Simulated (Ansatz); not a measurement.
Z-matrix (Å, degrees):
```
C
Se 1 1.948
H 1 1.087 2 109.8
H 1 1.087 2 109.8 3 -121.7
H 1 1.088 2 106.3 3 119.1
B 2 1.916 1 101.1 3 61.0
Cl 6 1.748 2 117.6 1 -180.0
Cl 6 1.748 2 122.9 1 0.0
```

The species carries charge 0 and has multiplicity 1.

(1) List the PBE0/def2-TZVPP orbital energies in eV (Ansatz 0.2.0). (Estimate.)

Results:

(1) Computed: Occupied: -12361.92, -2767.85, -2767.74, -1584.72, -1421.75, -1421.71, -1421.68, -279.22, -259.70, -259.60, -215.13, -197.98, -197.88, -197.87, -197.83, -197.76, -197.72, -187.56, -158.71, -158.58, -158.50, -58.70, -58.68, -58.59, -58.49, -58.49, -24.29, -23.29, -21.59, -18.34, -14.16, -12.70, -12.39, -12.32, -11.16, -10.83, -9.84, -9.52, -9.05, -8.72, -7.32. Lowest empty: -1.24, 0.00, 1.05, 1.78, 2.23, 2.59, 2.83, 3.04.
